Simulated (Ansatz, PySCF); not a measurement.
propyne (C3H4), singlet, geometry from GFN2-xTB. Base run: CASSCF(6,5)/cc-pVDZ run with PySCF.

Here is a job for PySCF.
```python
from pyscf import gto, scf, mcscf
import numpy

mol = gto.Mole()
mol.atom = '''
    C     0.00251601   -0.00427449    0.21384286
    C    -0.01028846   -0.01351722    1.40987627
    C     0.00901665    0.01179166   -1.23156806
    H    -0.03481017   -0.01436157    2.45813969
    H    -0.01568984    1.04063331   -1.59024389
    H     0.90833899   -0.47377787   -1.60942938
    H    -0.86530420   -0.51649354   -1.61137288
'''
mol.basis = 'cc-pvdz'
mol.verbose = 4
mol.build()

mf = scf.RHF(mol)
mf.kernel()
mc = mcscf.CASSCF(mf, 5, 6)
mc.fix_spin_(ss=0.0)
mc.kernel()
occ = numpy.linalg.eigvalsh(mc.fcisolver.make_rdm1(mc.ci, mc.ncas, mc.nelecas))[::-1]
ss = mc.fcisolver.spin_square(mc.ci, mc.ncas, mc.nelecas)[0]
print('natural occupations', occ.round(4), ' <S^2>', round(ss, 4))
```

Programs used: Ansatz (a first-principles code), PySCF; a row that names a program was run with it.

Each row names what was changed in the base input (with any setting that the change needs).

```tsv
change	ΔE vs base (mEh)	natural occupations	<S^2> of the state	outcome
base	0.000	2.00 1.98 1.94 0.06 0.02	0.00	converged
orbitals = fixed (CASCI)	33.925	2.00 2.00 1.99 0.01 0.00	0.00	converged
active space = 10 electrons, 8 orbitals	-	-	-	not converged
fix_spin_ = off	0.000	2.00 1.98 1.94 0.06 0.02	0.00	converged
orbitals = fixed (CASCI); correction = SC-NEVPT2	-354.4	2.00 2.00 1.99 0.01 0.00	0.00	converged
code = ansatz; correction = SC-NEVPT2, all electrons	-357.4	-	-	converged
active space = 6 electrons, 7 orbitals	-35.020	1.99 1.94 1.94 0.06 0.06 0.01 0.00	0.00	converged
state_average = 2 states	-19.127	-	-	converged
active space = 8 electrons, 6 orbitals	-0.303	2.00 2.00 1.98 1.94 0.06 0.02	0.00	converged
start = MP2 natural orbitals	-28.860	2.00 1.94 1.94 0.06 0.06	0.00	converged
solver = newton	-28.860	2.00 1.94 1.94 0.06 0.06	0.00	converged
```

Active orbitals are taken around the Fermi level unless the row says otherwise; CASSCF can end in different local minima, and two programs can end on different orbitals. State-averaged rows give the lowest state.
